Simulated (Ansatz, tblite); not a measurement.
Forces on Sn3Cl8 at its r2SCAN-D4/def2-SVP geometry. The state is a singlet with charge 0.

In the def2 sets Sn takes a core potential; there is no spin–orbit coupling. The xTB rows come from tblite. B3LYP takes the VWN-RPA correlation.

GFN1-xTB (tblite), largest force 0.41 eV/Å:

```xyz
11
positions Å, forces eV/Å
Sn    1.660   -0.133    1.718    0.105    0.084    0.046
Cl    1.753    2.206    1.562    0.026   -0.119    0.028
Cl    1.571   -0.709    3.984    0.023    0.031   -0.052
Cl    3.641   -0.996    0.820   -0.050    0.049    0.046
Sn   -0.597   -0.963    0.233   -0.202   -0.342    0.091
Cl   -2.440   -1.151    1.670    0.191   -0.008   -0.156
Cl   -0.195   -3.098   -0.651   -0.065    0.214    0.107
Sn   -1.242    0.804   -1.875   -0.003    0.112   -0.107
Cl   -2.414    2.666   -1.076    0.050   -0.054   -0.054
Cl   -2.511   -0.182   -3.576    0.037    0.047    0.030
Cl    0.772    1.557   -2.808   -0.113   -0.014    0.023
```

GFN2-xTB (tblite), largest force 0.80 eV/Å:

```
Sn 0.357 0.107 0.217
Cl 0.025 0.050 0.006
Cl 0.038 -0.008 0.081
Cl 0.074 0.016 0.015
Sn -0.415 -0.670 0.161
Cl 0.161 -0.053 -0.152
Cl -0.092 0.169 0.124
Sn -0.113 0.291 -0.311
Cl -0.013 0.061 -0.033
Cl -0.048 0.000 -0.071
Cl 0.025 0.038 -0.034
```

B3LYP-D4/def2-TZVP (Ansatz), largest force 0.30 eV/Å:

```
Sn 0.234 0.081 0.155
Cl -0.024 -0.186 -0.002
Cl 0.003 0.046 -0.202
Cl -0.165 0.071 0.074
Sn -0.150 -0.252 0.064
Cl 0.139 0.029 -0.102
Cl -0.020 0.165 0.056
Sn -0.082 0.183 -0.221
Cl 0.100 -0.154 -0.063
Cl 0.112 0.081 0.155
Cl -0.146 -0.065 0.085
```
